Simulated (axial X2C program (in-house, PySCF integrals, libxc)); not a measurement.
## Potential curves of InB, two-component

Computed with an in-house all-electron X2C program for linear molecules (integrals from PySCF). Two-component (2c) means X2C with spin–orbit coupling and atomic mean-field two-electron Coulomb and Gaunt terms. Basis: In dyall-cv3z [11s12p9d4f1g], B dyall-v3z [7s6p2d1f] (cores contracted in-house); Gaussian nuclei, density fitting, unrestricted open shells. Masses: In 114.904 u, B 11.009 u.

State: Ω = 1 (⟨Sz⟩ = 0.98, ⟨Lz⟩ = 0.02 at B3LYP). Energies in eV from the lowest point of each curve. Fits are polynomials in 1 − R0/R over 0.85 to 1.23 times the lowest point R0.

```json
{"R (Å)": "1.9314", "B3LYP": "0.5394"}
{"R (Å)": "2.0202", "B3LYP": "0.2392"}
{"R (Å)": "2.0868", "B3LYP": "0.1053"}
{"R (Å)": "2.1534", "B3LYP": "0.0301"}
{"R (Å)": "2.2200", "B3LYP": "0.0000"}
{"R (Å)": "2.2977", "B3LYP": "0.0072"}
{"R (Å)": "2.3754", "B3LYP": "0.0467"}
```

Density functionals use the spin component along the axis (collinear). The state is one determinant with fixed occupations, lowest in a PBE0 search at one distance only: followed along the bond, the spin-free determinant M_S = 1, Λ = 1 reaches 0.02 eV lower at PBE0, at Re = 2.419 Å, so the state shown is not the lowest. With several unpaired electrons one determinant need not be a pure state. Open-shell Ω = 0 determinants with evenly filled partner blocks cannot be reached by this program, so the Ω shown need not be the lowest component. This is the Ω = 1 component of a π² triplet; the 0⁺ component is not one determinant and can lie lowest. Some points did not converge and are left out.

Task: Fit the B3LYP curve near its minimum: give the equilibrium distance and the harmonic wavenumber.

Result: At B3LYP, 2c: Re = 2.244 Å, ωe ≈ 431 cm⁻¹; Be follows as 0.333 cm⁻¹.
